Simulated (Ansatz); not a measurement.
Several settings on one geometry of Te6Mo3 (that of the charge 0 singlet, PBE-D4/def2-SVP). Ansatz on 2 threads of AMD EPYC 7R13 on a shared host and a share (18 GiB) of an NVIDIA H100 80GB HBM3; times are rough.

```xyz
9

Mo   -1.2265   -0.2343   -0.0518
Mo    0.2084    1.5838    0.1007
Mo    1.4105   -0.8317   -0.3093
Te   -3.4605   -0.0208    1.3657
Te   -0.1622   -2.3634    1.1265
Te    0.0432    0.4960   -2.3357
Te    2.5033    0.9548    1.2981
Te   -2.2538    2.4706    0.6740
Te    2.9375   -2.0550   -1.8682
```

Totals from different functionals, basis sets or treatments of relativity can't be compared as stabilities.

In the def2 sets Mo, Te take a core potential; there is no spin–orbit coupling.

(1) Give the basis size and estimate the energy, ⟨S²⟩, dipole and time of these runs.

| run | method | charge | state | further keys |
| --- | --- | --- | --- | --- |
| 1 | RKS r2SCAN/def2-TZVPP | 0 | singlet | fitting: {mean_field: def2-universal-jkfit}; point_charges: [{charge: 1.00, position_ang: [6.110, 0.493, 0.312]}]; pseudopotentials: {relativity: none}; scf: {omitted_lower_state_checks: [starts]}; forces asked |
| 2 | RKS SVWN5/def2-TZVPP | 0 | singlet | fitting: {mean_field: def2-universal-jkfit}; forces asked |
| 3 | RKS CAM-B3LYP-D3(BJ)/def2-mTZVPP | 0 | singlet | point_charges: [{charge: 0.50, position_ang: [7.553, 0.512, -0.755]}]; forces asked |

Results:

(1) 
```tsv
run	functions	energy (Eh)	⟨S²⟩	dipole (D)	wall time
1	468	-1814.0179	–	10.62	7.5 s
2	468	-1810.7491	–	2.88	10 s
3	315	-1812.9463	–	5.50	13 s
```

The restricted singlet is unstable towards broken spin symmetry in Hartree–Fock (as tested in another run); at RKS r2SCAN/def2-TZVPP, RKS SVWN5/def2-TZVPP, RKS CAM-B3LYP-D3(BJ)/def2-mTZVPP this wasn't settled.
